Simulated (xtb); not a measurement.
H$_{4}$O$_{4}$Ti, charge -1, doublet, at a GFN2-xTB geometry of the parent state (such geometries of metal compounds can be far from the true shape) (a state made from the parent by changing its charge; the spin is typed, not shown lowest); GFN2-xTB (xtb 6.7.1).

The xtb input:
```
$ xtb mol.xyz --gfn 2 --chrg -1 --uhf 1 --json

# file mol.xyz
9

Ti     0.00000000     0.00000000    -0.00000000
O      1.24544225    -0.58253470    -1.05566096
H      2.18594291    -0.38412089    -1.04907072
O      0.70126705     0.27495552     1.56125498
H      0.42784937     0.88996160     2.24752262
O     -0.68322854     1.49335881    -0.55495166
H     -1.41360157     1.63536595    -1.16350913
O     -1.26348075    -1.18577963     0.04935764
H     -1.20019071    -2.14120665    -0.03494277
```

Task: What does xtb print? Leave out banner, timings and long lists.

Result: 
```
   ID    Z sym.   atoms
    1   22 Ti     1
    2    8 O      2, 4, 6, 8
    3    1 H      3, 5, 7, 9

           -------------------------------------------------
          |                Calculation Setup                |
           -------------------------------------------------

           -------------------------------------------------
          |                 G F N 2 - x T B                 |
           -------------------------------------------------

          ...................................................
          :                      SETUP                      :
          :.................................................:
          :  # basis functions                  30          :
          :  # atomic orbitals                  29          :
          :  # shells                           15          :
          :  # electrons                        33          :
          :  max. iterations                   250          :
          :  Hamiltonian                  GFN2-xTB          :
          :  restarted?                      false          :
          :  GBSA solvation                  false          :
          :  PC potential                    false          :
          :  electronic temp.          300.0000000     K    :
          :  accuracy                    1.0000000          :
          :  -> integral cutoff          0.2500000E+02      :
          :  -> integral neglect         0.1000000E-07      :
          :  -> SCF convergence          0.1000000E-05 Eh   :
          :  -> wf. convergence          0.1000000E-03 e    :
          :  Broyden damping             0.4000000          :
          :  net charge                         -1          :
          :  unpaired electrons                  1          :
          ...................................................

 iter      E             dE          RMSdq      gap      omega  full diag
   1    -20.0632645 -0.200633E+02  0.856E+00    0.53       0.0  T
   2    -20.2886752 -0.225411E+00  0.422E+00    0.40       1.0  T
   3    -20.2927764 -0.410115E-02  0.223E+00    0.39       1.0  T
   4    -20.2932435 -0.467160E-03  0.422E-01    0.38       1.0  T
   5    -20.2933663 -0.122724E-03  0.139E-01    0.38       1.0  T
   6    -20.2934475 -0.811877E-04  0.701E-02    0.38       1.0  T
   7    -20.2934602 -0.127360E-04  0.134E-02    0.38       2.5  T
   8    -20.2934606 -0.440307E-06  0.719E-03    0.38       4.6  T
   9    -20.2934607 -0.119794E-06  0.194E-04    0.38     172.1  T
  10    -20.2934607 -0.141554E-09  0.335E-05    0.38     995.3  T

   *** convergence criteria satisfied after 10 iterations ***

         :::::::::::::::::::::::::::::::::::::::::::::::::::::
         ::                     SUMMARY                     ::
         :::::::::::::::::::::::::::::::::::::::::::::::::::::
         :: total energy             -20.176287620383 Eh    ::
         :: gradient norm              0.080115658352 Eh/a0 ::
         :: HOMO-LUMO gap              0.384765908283 eV    ::
         ::.................................................::
         :: SCC energy               -20.293454359349 Eh    ::
         :: -> isotropic ES            0.307266632943 Eh    ::
         :: -> anisotropic ES         -0.003125920193 Eh    ::
         :: -> anisotropic XC         -0.002539181693 Eh    ::
         :: -> dispersion             -0.004197274786 Eh    ::
         :: repulsion energy           0.117166738966 Eh    ::
         :: add. restraining           0.000000000000 Eh    ::
         :: total charge              -1.000000000000 e     ::
         :::::::::::::::::::::::::::::::::::::::::::::::::::::

           -------------------------------------------------
          |                Property Printout                |
           -------------------------------------------------

    * Orbital Energies and Occupations

         #    Occupation            Energy/Eh            Energy/eV
      -------------------------------------------------------------
         1        2.0000           -0.4916197             -13.3777
       ...           ...                  ...                  ...
         5        2.0000           -0.3413118              -9.2876
         6        2.0000           -0.3110668              -8.4646
         7        2.0000           -0.3110668              -8.4646
         8        2.0000           -0.3062719              -8.3341
         9        2.0000           -0.2302090              -6.2643
        10        2.0000           -0.2281659              -6.2087
        11        2.0000           -0.2125823              -5.7847
        12        2.0000           -0.2125823              -5.7847
        13        2.0000           -0.2116575              -5.7595
        14        2.0000           -0.2037655              -5.5447
        15        2.0000           -0.1986519              -5.4056
        16        2.0000           -0.1986519              -5.4056
        17        0.9994            0.0034613               0.0942 (HOMO)
        18        0.0006            0.0176012               0.4790 (LUMO)
        19                          0.0657258               1.7885
        20                          0.0657258               1.7885
        21                          0.0844878               2.2990
        22                          0.2209187               6.0115
        23                          0.3074118               8.3651
        24                          0.3074118               8.3651
        25                          0.3199590               8.7065
        26                          0.7904572              21.5094
        27                          0.8546096              23.2551
        28                          0.9611141              26.1532
        29                          0.9611141              26.1532
      -------------------------------------------------------------
                  HL-Gap            0.0141399 Eh            0.3848 eV
             Fermi-level           -0.0435321 Eh           -1.1846 eV

     #   Z          covCN         q      C6AA      α(0)
     1  22 Ti       2.974     0.638   107.585    25.329
     2   8 O        1.532    -0.647    26.423     6.934
     3   1 H        0.822     0.238     0.938     1.520
     4   8 O        1.532    -0.647    26.423     6.934
     5   1 H        0.822     0.238     0.938     1.520
     6   8 O        1.532    -0.647    26.423     6.934
     7   1 H        0.822     0.238     0.938     1.520
     8   8 O        1.532    -0.647    26.423     6.934
     9   1 H        0.822     0.238     0.938     1.520

 Mol. C6AA /au·bohr⁶  :       1128.930678
 Mol. C8AA /au·bohr⁸  :      44014.549214
 Mol. α(0) /au        :         59.144733

Wiberg/Mayer (AO) data.
largest (>0.10) Wiberg bond orders for each atom

 ---------------------------------------------------------------------------
     #   Z sym  total        # sym  WBO       # sym  WBO       # sym  WBO
 ---------------------------------------------------------------------------
     1  22 Ti   3.874 --     8 O    0.915     6 O    0.915     4 O    0.915
                             2 O    0.915
     2   8 O    1.909 --     1 Ti   0.915     3 H    0.886
     3   1 H    0.943 --     2 O    0.886
     4   8 O    1.909 --     1 Ti   0.915     5 H    0.886
     5   1 H    0.943 --     4 O    0.886
     6   8 O    1.909 --     1 Ti   0.915     7 H    0.886
     7   1 H    0.943 --     6 O    0.886
     8   8 O    1.909 --     1 Ti   0.915     9 H    0.886
     9   1 H    0.943 --     8 O    0.886
 ---------------------------------------------------------------------------

Topologies differ in total number of bonds
Writing topology from bond orders to xtbtopo.mol

molecular dipole:
                 x           y           z       tot (Debye)
 q only:       -0.000       0.000       0.000
   full:       -0.000       0.000       0.000       0.000
molecular quadrupole (traceless):
                xx          xy          yy          xz          yz          zz
 q only:        0.120      -0.066       0.054       0.116       0.188      -0.173
  q+dip:        0.168      -0.092       0.075       0.163       0.265      -0.243
   full:       -0.017       0.009      -0.008      -0.016      -0.026       0.024

           -------------------------------------------------
          | TOTAL ENERGY              -20.176287620383 Eh   |
          | GRADIENT NORM               0.080115658352 Eh/α |
          | HOMO-LUMO GAP               0.384765908283 eV   |
           -------------------------------------------------

normal termination of xtb
```
